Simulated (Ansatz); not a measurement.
Forces away from equilibrium

CHOSe (SMILES [OH+]=C=[Se]) (charge +1), closed shell, displaced at random from its PBE0-D4/def2-TZVP minimum.

| atom | x (Å) | y (Å) | z (Å) |
| --- | --- | --- | --- |
| O1 | -0.4052 | 0.5958 | -0.5192 |
| C2 | 0.0510 | -0.3779 | 0.1052 |
| Se3 | 0.6050 | -1.5537 | 0.9049 |
| H4 | -0.1536 | 1.3695 | -0.4288 |

Ansatz 0.2.0; basis: def2-TZVPP; cores frozen in the correlated methods. Filled d shells of the heavier atoms are correlated. The def2 sets are not built for correlating such inner shells, so the correlated values are less sure here.

CCSD(T) forces from the calculation:
| atom | Fx | Fy | Fz (eV/Å) |
| --- | --- | --- | --- |
| O1 | -4.624 | -12.627 | -2.040 |
| C2 | -2.479 | 6.742 | -3.744 |
| Se3 | 2.799 | -6.364 | 4.059 |
| H4 | 4.305 | 12.248 | 1.725 |

Root-mean-square difference of the force components from those of CCSD(T): PBE-D4 0.225; r2SCAN-D4 0.272; PBE0-D4 0.348; wB97M-V 0.321 eV/Å.

No T1 diagnostic of these runs exceeds 0.014. These are differences at one structure, and CCSD(T) in triple zeta is itself an approximation.

For scale, one of the runs: CCSD(T)/def2-TZVPP forces, 124 basis functions (an equivalent command: `ansatz run in.yaml --threads 2`). Hardware: 2 CPU threads, shared host. Wall time 62 s; peak host memory 0.9 GiB.
